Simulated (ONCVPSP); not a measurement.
## rubidium: ONCV pseudisation with PBEsol, fully relativistic reference atom.

Input for ONCVPSP 4.0.1:

```
# ATOM AND REFERENCE CONFIGURATION
# atsym  z   nc   nv     iexc    psfile
  Rb 37.00    6    3  -116133      upf
#
#   n    l    f
    1    0    2.00
    2    0    2.00
    2    1    6.00
    3    0    2.00
    3    1    6.00
    3    2   10.00
    4    0    2.00
    4    1    6.00
    5    0    1.00
#
# PSEUDOPOTENTIAL AND OPTIMIZATION
# lmax
    2
#
#   l,   rc,      ep,       ncon, nbas, qcut
    0    2.40    0.00    4    8    5.60
    1    2.65    0.00    4    7    5.60
    2    2.65    0.25    4    7    3.40
#
# LOCAL POTENTIAL
# lloc, lpopt,  rc(5),   dvloc0
    4    5    1.60    0.00
#
# VANDERBILT-KLEINMAN-BYLANDER PROJECTORs
# l, nproj, debl
    0    2    1.40
    1    2    3.60
    2    2    1.30
#
# MODEL CORE CHARGE
# icmod, fcfact, rcfact
    1    0.75    0.00
#
# LOG DERIVATIVE ANALYSIS
# epsh1, epsh2, depsh
   -3.00    5.00    0.02
#
# OUTPUT GRID
# rlmax, drl
    6.00    0.01
#
# TEST CONFIGURATIONS
# ncnf
    4
# nvcnf
#   n    l    f
    3
    4    0    2.00
    4    1    6.00
    5    0    0.00
#
    3
    4    0    2.00
    4    1    6.00
    5    0    0.50
#
    4
    4    0    2.00
    4    1    6.00
    5    0    0.00
    5    1    1.00
#
    3
    4    0    2.00
    4    1    5.00
    5    0    1.00
#
```

Command:

```bash
oncvpspr.x < Rb.dat > Rb.out
```

Output (shortened: citation, most of the input echo, consistency checks and plot data are left out):

```
ONCVPSP  (Optimized Norm-Conservinng Vanderbilt PSeudopotential)
relativistic version 4.0.1

#   n    l    f        energy (Ha)
    1    0    2.00    -5.5187535D+02
    2    0    2.00    -7.3712933D+01
    2    1    6.00    -6.4639985D+01    -6.6871263D+01
    3    0    2.00    -1.0929718D+01
    3    1    6.00    -8.1441395D+00    -8.4796069D+00
    3    2   10.00    -3.7965773D+00    -3.8535433D+00
    4    0    2.00    -1.1720619D+00
    4    1    6.00    -5.7659549D-01    -6.0911053D-01
    5    0    1.00    -8.1671977D-02

Reference configufation results
  iterations    25
  all-electron total energy (Ha)   -2.97959921D+03

Begin loop to  construct optimized pseudo wave functions
and semi-local pseudopoentials for all angular momenta

Calculating optimized projector #   1

 for l=   0

    Fraction of norm inside rc  0.947576
    Optimizing pswf for qcut=   5.61 a_B^-1,  ecut=  15.71 Ha
    Residual kinetic energy error=  1.27D-07 Ha

    Energy error per electron        Cutoff
         Ha          eV             Ha
         0.01000     0.27211        5.59
         0.00100     0.02721        8.92
         0.00010     0.00272       11.22
         0.00001     0.00027       13.00

Calculating optimized projector #   2

 for l=   0

    Fraction of norm inside rc  0.038298
    Optimizing pswf for qcut=   5.61 a_B^-1,  ecut=  15.71 Ha
    Residual kinetic energy error=  8.67D-08 Ha

    Energy error per electron        Cutoff
         Ha          eV             Ha
         0.01000     0.27211        1.70
         0.00100     0.02721        6.81
         0.00010     0.00272       10.15
         0.00001     0.00027       12.36

   Wellstate for l =  1  n =  7 kap= -2
     eigenvalue =   3.0234
     asymptotic potential =   3.5234
     half-point radius =  4.2866

Calculating optimized projector #   1

 for l=   1

    Fraction of norm inside rc  0.904438
    Optimizing pswf for qcut=   5.60 a_B^-1,  ecut=  15.67 Ha
    Residual kinetic energy error=  1.16D-08 Ha

    Energy error per electron        Cutoff
         Ha          eV             Ha
         0.01000     0.27211        5.10
         0.00100     0.02721        7.07
         0.00010     0.00272        8.94
         0.00001     0.00027       10.66

Calculating optimized projector #   2

 for l=   1

    Fraction of norm inside rc  0.183446
    Optimizing pswf for qcut=   5.60 a_B^-1,  ecut=  15.67 Ha
    Residual kinetic energy error=  1.98D-05 Ha

    Energy error per electron        Cutoff
         Ha          eV             Ha
         0.01000     0.27211        6.19
         0.00100     0.02721        7.25
         0.00010     0.00272       10.94
         0.00001     0.00027       22.85

   Wellstate for l =  1  n =  7 kap=  1
     eigenvalue =   2.9909

Calculating optimized projector #   1

 for l=   1

    Fraction of norm inside rc  0.914903
    Optimizing pswf for qcut=   5.60 a_B^-1,  ecut=  15.67 Ha
    Residual kinetic energy error=  1.21D-08 Ha

    Energy error per electron        Cutoff
         Ha          eV             Ha
         0.01000     0.27211        5.37
         0.00100     0.02721        7.46
         0.00010     0.00272        9.39
         0.00001     0.00027       11.11

Calculating optimized projector #   2

 for l=   1

    Fraction of norm inside rc  0.184983
    Optimizing pswf for qcut=   5.60 a_B^-1,  ecut=  15.67 Ha
    Residual kinetic energy error=  1.79D-05 Ha

    Energy error per electron        Cutoff
         Ha          eV             Ha
         0.01000     0.27211        6.38
         0.00100     0.02721        7.65
         0.00010     0.00272       11.40
         0.00001     0.00027       21.39

   Wellstate for l =  2  n =  5 kap= -3
     eigenvalue =   0.2500
     asymptotic potential =   0.7500
     half-point radius =  9.2411

   Wellstate for l =  2  n =  6 kap= -3
     eigenvalue =   1.5500
     asymptotic potential =   2.0500
     half-point radius =  4.9724

Calculating optimized projector #   1

 for l=   2

    Fraction of norm inside rc  0.256739
    Optimizing pswf for qcut=   3.40 a_B^-1,  ecut=   5.77 Ha
    Residual kinetic energy error=  2.24D-03 Ha

    Energy error per electron        Cutoff
         Ha          eV             Ha
         0.01000     0.27211        4.44
         0.00100     0.02721        7.35
         0.00010     0.00272       21.52
         0.00001     0.00027       25.79

Calculating optimized projector #   2

 for l=   2

    Fraction of norm inside rc  0.190759
    Optimizing pswf for qcut=   3.40 a_B^-1,  ecut=   5.77 Ha
    Residual kinetic energy error=  2.64D-02 Ha

    Energy error per electron        Cutoff
         Ha          eV             Ha
         0.01000     0.27211        6.73
         0.00100     0.02721       13.04
         0.00010     0.00272       25.73
         0.00001     0.00027       30.68

   Wellstate for l =  2  n =  4 kap=  2
     eigenvalue =   0.2500

   Wellstate for l =  2  n =  6 kap=  2
     eigenvalue =   1.3524

Calculating optimized projector #   1

 for l=   2

    Fraction of norm inside rc  0.306751
    Optimizing pswf for qcut=   3.40 a_B^-1,  ecut=   5.77 Ha
    Residual kinetic energy error=  1.68D-03 Ha

    Energy error per electron        Cutoff
         Ha          eV             Ha
         0.01000     0.27211        4.14
         0.00100     0.02721        6.52
         0.00010     0.00272       20.78
         0.00001     0.00027       25.22

Calculating optimized projector #   2

 for l=   2

    Fraction of norm inside rc  0.191572
    Optimizing pswf for qcut=   3.40 a_B^-1,  ecut=   5.77 Ha
    Residual kinetic energy error=  2.88D-02 Ha

    Energy error per electron        Cutoff
         Ha          eV             Ha
         0.01000     0.27211        6.87
         0.00100     0.02721       13.89
         0.00010     0.00272       27.51
         0.00001     0.00027       32.09

Construct Vanderbilt / Kleinmman-Bylander projectors

B matrix Hermiticity error, ll=  0  kap= -1
   1   2    4.2843D-05

  Orthonormal projector coefficients  5.0796E+00  7.9899E-01

B matrix Hermiticity error, ll=  1  kap= -2
   1   2    1.9140D-04

  Orthonormal projector coefficients  2.9820E+00  4.9797E-01

B matrix Hermiticity error, ll=  1  kap=  1
   1   2    1.9983D-04

  Orthonormal projector coefficients  2.8806E+00  4.7656E-01

B matrix Hermiticity error, ll=  2  kap= -3
   1   2    4.0817D-05

  Orthonormal projector coefficients  3.0266E+00 -1.6038E+00

B matrix Hermiticity error, ll=  2  kap=  2
   1   2   -4.2503D-05

  Orthonormal projector coefficients  2.8994E+00 -1.6406E+00

 Orthonormal scalar projector coefficients, l =  1
  2.9477E+00  4.9104E-01  2.1560E-04  1.3404E-06

 Orthonormal spin-orbit projector coefficients, l =  1
  9.2040E-02 -2.5376E-02  1.5254E-02 -4.6964E-05

 Orthonormal scalar projector coefficients, l =  2
  2.9751E+00 -1.6146E+00 -3.4978E-03  1.4232E-04

 Orthonormal spin-orbit projector coefficients, l =  2
  8.4428E-02 -6.4775E-02  4.9856E-02 -3.8979E-03

Model core correction analysis
  based on d2Exc/dn_idn_j

d2excae - all-electron derivatives

   -2.410415D-02   -2.001609D-02   -8.093147D-04
   -2.007263D-02   -1.850906D-02   -6.622867D-04
   -9.583711D-04   -9.456899D-04   -1.089652D-04

d2excps - pseudofunction derivatives with no core correction

   -3.784672D-02   -2.914464D-02   -1.457489D-03
   -2.922159D-02   -2.651242D-02   -1.062112D-03
   -1.659085D-03   -1.444881D-03   -1.843539D-04

rms 2nd derivative error    6.841635E-03

Polynomial model core charge

d2excps - pseudofunction derivatives with core correction

   -2.712988D-02   -2.425197D-02   -8.346577D-04
   -2.432803D-02   -2.392186D-02   -7.763586D-04
   -1.035579D-03   -1.158419D-03   -1.487472D-04

rms 2nd derivative error    2.878482E-03

Pseudoatom total energy  -24.553974

Diagnostic tests using Vanderbilt-Kleinman-Bylander pseudopotentials
  relativistic with J = L +/- 1/2 projectors

   l  kap   rcore       rmatch      e in        delta e    norm test   slope test

   0  -1   2.4059540   2.4790040  -1.1720619   0.0000004   1.0000795   1.0000752
   0  -1   2.4059540   2.4790040  -0.0816720   0.0000005   1.0000143   1.0000117

   1  -2   2.6635018   2.7443714  -0.5765955  -0.0000003   1.0000337   1.0000367
   1   1   2.6635018   2.7443714  -0.6091105   0.0000000   1.0000367   1.0000360
   1  -2   2.6635018   2.7443714   3.0234045   0.0000028   1.0000946   1.0000946
   1   1   2.6635018   2.7443714   3.0095872   0.0000037   1.0000940   1.0000940

   2  -3   2.6635018   2.7443714   0.2500000   0.0000004   1.0000387   1.0000387
   2   2   2.6635018   2.7443714   0.0524346   0.0000008   1.0000266   1.0000266
   2  -3   2.6635018   2.7443714   1.5500000   0.0000129   1.0000917   1.0000917
   2   2   2.6635018   2.7443714   1.5475067   0.0000135   1.0000851   1.0000851

Diagnostic tests using Vanderbilt-Kleinman-Bylander pseudopotentials
  relativistic with scalar and spin-orbit non-local projectors

   l  kap   rcore       rmatch      e in        delta e    norm test   slope test

   0  -1   2.4059540   2.4790040  -1.1720619   0.0000004   1.0000795   1.0000752
   0  -1   2.4059540   2.4790040  -0.0816720   0.0000005   1.0000143   1.0000117

   1  -2   2.6635018   2.7443714  -0.5765955  -0.0000283   1.0000521   1.0000197
   1   1   2.6635018   2.7443714  -0.6091105  -0.0000286   1.0000524   1.0000180
   1  -2   2.6635018   2.7443714   3.0234045  -0.0000275   1.0001066   1.0001066
   1   1   2.6635018   2.7443714   3.0095872  -0.0000298   1.0001047   1.0001047

   2  -3   2.6635018   2.7443714   0.2500000  -0.0000017   1.0000321   1.0000321
   2   2   2.6635018   2.7443714   0.0524346  -0.0000039   1.0000191   1.0000191
   2  -3   2.6635018   2.7443714   1.5500000  -0.0000259   1.0001141   1.0001141
   2   2   2.6635018   2.7443714   1.5475067  -0.0000259   1.0001073   1.0001073

Ghost test for J = L + 1/2

 Testing for bound ghosts
   n   l    E NL Schr. Eq   E Basis Diag.   E Cutoff

   1   0       -1.172062       -1.172061     45.65
   2   0       -0.081672       -0.037943     45.65

   2   1       -0.576596       -0.576590     31.54

 Testing for highly-localized positive-energy ghosts
       l    <radius>/rc     E Basis Diag.   E Cutoff

Ghost test for J = L - 1/2

 Testing for bound ghosts
   n   l    E NL Schr. Eq   E Basis Diag.   E Cutoff

   1   0       -1.172062       -1.172061     45.65
   2   0       -0.081672       -0.037943     45.65

   2   1       -0.609110       -0.609107     31.54

 Testing for highly-localized positive-energy ghosts
       l    <radius>/rc     E Basis Diag.   E Cutoff

Test configuration 0

   n   l kap    f        eae           eps        diff
   1   0  -1  2.0000 -551.87534878
   2   0  -1  2.0000  -73.71293340
   2   1  -2  4.0000  -64.63998518
   2   1   1  2.0000  -66.87126318
   3   0  -1  2.0000  -10.92971815
   3   1  -2  4.0000   -8.14413946
   3   1   1  2.0000   -8.47960693
   3   2  -3  6.0000   -3.79657727
   3   2   2  4.0000   -3.85354329
   4   0  -1  2.0000   -1.17206194   -1.17206153    4.06E-07
   4   1  -2  4.0000   -0.57659549   -0.57659581   -3.19E-07
   4   1   1  2.0000   -0.60911053   -0.60911050    3.05E-08
   5   0  -1  1.0000   -0.08167198   -0.08167151    4.69E-07

    Total energies and differences
      AE_ref= -2.97959921E+03  AE_tst= -2.97959921E+03  dif=  0.00E+00
      PS_ref= -2.45539738E+01  PS_tst= -2.45539738E+01  dif= -5.68E-14
      PSP excitation error=  5.68E-14

Test configuration 1

   n   l kap    f        eae           eps        diff
   1   0  -1  2.0000 -552.08695796
   2   0  -1  2.0000  -73.92437412
   2   1  -2  4.0000  -64.85141157
   2   1   1  2.0000  -67.08269030
   3   0  -1  2.0000  -11.14102456
   3   1  -2  4.0000   -8.35542040
   3   1   1  2.0000   -8.69089825
   3   2  -3  6.0000   -4.00782560
   3   2   2  4.0000   -4.06479537
   4   0  -1  2.0000   -1.38202791   -1.38221461   -1.87E-04
   4   1  -2  4.0000   -0.78458010   -0.78458367   -3.57E-06
   4   1   1  2.0000   -0.81741287   -0.81742776   -1.49E-05
   5   0  -1  0.0000   -0.21730711   -0.21730711    0.00E+00

    Total energies and differences
      AE_ref= -2.97959921E+03  AE_tst= -2.97944968E+03  dif=  1.50E-01
      PS_ref= -2.45539738E+01  PS_tst= -2.44044403E+01  dif=  1.50E-01
      PSP excitation error= -4.23E-06

Test configuration 2

   n   l kap    f        eae           eps        diff
   1   0  -1  2.0000 -551.97357690
   2   0  -1  2.0000  -73.81108978
   2   1  -2  4.0000  -64.73813812
   2   1   1  2.0000  -66.96941666
   3   0  -1  2.0000  -11.02781672
   3   1  -2  4.0000   -8.24222857
   3   1   1  2.0000   -8.57770006
   3   2  -3  6.0000   -3.89465344
   3   2   2  4.0000   -3.95162094
   4   0  -1  2.0000   -1.26965911   -1.26972708   -6.80E-05
   4   1  -2  4.0000   -0.67354891   -0.67354953   -6.16E-07
   4   1   1  2.0000   -0.70617061   -0.70617497   -4.37E-06
   5   0  -1  0.5000   -0.14856290   -0.14856570   -2.80E-06

    Total energies and differences
      AE_ref= -2.97959921E+03  AE_tst= -2.97954183E+03  dif=  5.74E-02
      PS_ref= -2.45539738E+01  PS_tst= -2.44965942E+01  dif=  5.74E-02
      PSP excitation error= -3.05E-07

Test configuration 3

   n   l kap    f        eae           eps        diff
   1   0  -1  2.0000 -551.92947503
   2   0  -1  2.0000  -73.76709393
   2   1  -2  4.0000  -64.69410633
   2   1   1  2.0000  -66.92538030
   3   0  -1  2.0000  -10.98392757
   3   1  -2  4.0000   -8.19833155
   3   1   1  2.0000   -8.53380320
   3   2  -3  6.0000   -3.85075409
   3   2   2  4.0000   -3.90772141
   4   0  -1  2.0000   -1.22594254   -1.22594469   -2.15E-06
   4   1  -2  4.0000   -0.62924593   -0.62910999    1.36E-04
   4   1   1  2.0000   -0.66196186   -0.66183562    1.26E-04
   5   0  -1  0.0000   -0.10458161   -0.21730711   -1.13E-01
   5   1  -2  0.6667   -0.04837032   -0.04837956   -9.24E-06
   5   1   1  0.3333   -0.04948996   -0.04950430   -1.43E-05

    Total energies and differences
      AE_ref= -2.97959921E+03  AE_tst= -2.97954438E+03  dif=  5.48E-02
      PS_ref= -2.45539738E+01  PS_tst= -2.44991915E+01  dif=  5.48E-02
      PSP excitation error=  4.79E-05

Test configuration 4

   n   l kap    f        eae           eps        diff
   1   0  -1  2.0000 -552.34947261
   2   0  -1  2.0000  -74.18076787
   2   1  -2  4.0000  -65.10864872
   2   1   1  2.0000  -67.34007807
   3   0  -1  2.0000  -11.39201869
   3   1  -2  4.0000   -8.60622485
   3   1   1  2.0000   -8.94187408
   3   2  -3  6.0000   -4.25804173
   3   2   2  4.0000   -4.31508689
   4   0  -1  2.0000   -1.58512277   -1.58725926   -2.14E-03
   4   1  -2  3.3333   -0.96659571   -0.96756355   -9.68E-04
   4   1   1  1.6667   -1.00228364   -1.00321637   -9.33E-04
   5   0  -1  1.0000   -0.29660906   -0.29665701   -4.79E-05

    Total energies and differences
      AE_ref= -2.97959921E+03  AE_tst= -2.97882159E+03  dif=  7.78E-01
      PS_ref= -2.45539738E+01  PS_tst= -2.37759443E+01  dif=  7.78E-01
      PSP excitation error= -4.04E-04
```

The run took about 9.7 s on one core of a shared server CPU.
